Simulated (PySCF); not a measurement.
Related species of one series. Method: core-valence-separated Tamm–Dancoff BHandHLYP/aug-pcX-1 (pcseg-1 on H, def2-SVPD on Ge) in PySCF, non-relativistic, gas phase, PBE0-D3(BJ)/def2-SVP geometry. The energies are unshifted. One conformer each. Roots within 0.03 eV on the same or equivalent atoms are summed; «strongest» means within the roots computed.

Question: Order them by the first intense line (a tenth or more of the edge's strongest) of the carbon K edge, lowest first.
A. `[CH3:1][GeH2:2][F:3]`
B. `[F:1][CH2:2][GeH2:3][F:4]`
C. `[CH3:1][O:2][GeH2:3][F:4]`

Answer: A (285.87 eV), B (286.12 eV), C (286.57 eV).

| SMILES | E (eV) | f | core hole on | site | polarised | strongest line (eV) | its f |
| --- | --- | --- | --- | --- | --- | --- | --- |
| [CH3][GeH2][F] | 285.87 | 0.011 | C1 | sp3 carbon bound to germanium | – | 286.01 | 0.039 |
| F[CH2][GeH2][F] | 286.12 | 0.043 | C2 | sp3 C–F carbon | – | 287.93 | 0.049 |
| C[O][GeH2][F] | 286.57 | 0.025 | C1 | methoxy carbon | – | 287.68 | 0.034 |

The range is 0.70 eV.
